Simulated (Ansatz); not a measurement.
Consider the redistribution: `[CH3][Zr]([OH])([I])[I]` + `C[O][Zr]([OH])([OH])[SH]` → `C[O][Zr]([CH3])([I])[I]` + `[OH][Zr]([OH])([OH])[SH]`.

Computed with Ansatz on PBE0-D4/def2-TZVP structures; ΔE is electronic, products minus reactants. CBS: MP2 limit from def2 TZ/QZ plus the TZ coupled-cluster correction, frozen cores. DFT in def2-TZVPP. Elements past krypton have def2 core potentials. For I, Zr outer-core shells are correlated without core-valence functions, which leaves a few kJ/mol of doubt a bond. Each species was taken in one conformer, which may not be the lowest.

| level | ΔE (eV) |
| --- | --- |
| revPBE-D4 | -0.06 |
| BLYP | -0.06 |

Question: What does CCSD(T)/CBS give? (Estimate.)

Answer: Ansatz gave: -0.07 eV. The listed levels differ from it by 0.01, 0.01 eV.

Largest T1 diagnostic among the species: 0.017.

Leaving LDA and LC-ωPBE aside and taking each functional with its dispersion term where it has one, the values, not all of them listed here, spread over 0.02 eV, from B2PLYP to B97M-V.
